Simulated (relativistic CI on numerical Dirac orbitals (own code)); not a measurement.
**Cs XXV: what numerical and physical settings do to a radial Dirac CI calculation**

Reference input:

```
atom Cs  Z=55  charge=24  electrons=31
nucleus A=133  rms_radius_fm=4.8041
hamiltonian dirac-coulomb  breit=on  qed=on  c_scale=1
orbitals kli  potential=per-configuration
slater_scale 1
correlation none
mixing on
grid step=0.0125 r_max=6
scf mixing=0.4 start=green max_iterations=150 tolerance=2e-08 node_fill=0.05
configurations
  [Ar] 3d10 4s2 4p
end
```

Computed lowest total energy -7509.64680 Ha, first excitation 155908.0 cm⁻¹, 10 SCF steps. Runs with settings changed; * marks those that are bad on purpose (the QED terms keep the true α when c is scaled):

| Changed | Outcome | Lowest level | ΔE (Ha) | First excitation (cm⁻¹) | SCF steps | Message |
| --- | --- | --- | --- | --- | --- | --- |
| start potential bare | converged | 4p 2P°_1/2 | 1.16e-09 | 155908.0 | 11 |  |
| speed of light × 0.8, grid step 0.008, QED terms off | converged | 4p 2P°_1/2 | -150 | 258297.4 | 10 |  |
| iteration limit 30 | converged | 4p 2P°_1/2 | 0 | 155908.0 | 10 |  |
| speed of light × 1.25 | converged | 4p 2P°_1/2 | 85.1 | 96277.5 | 10 |  |
| nuclear radius 480.41 fm * | converged | 4p 2P°_1/2 | 584 | 135036.5 | 11 |  |
| charge 25 * | refused |  |  |  | 0 | configuration [Ar] 3d10 4s2 4p has 31 electrons, the ion has 30 |
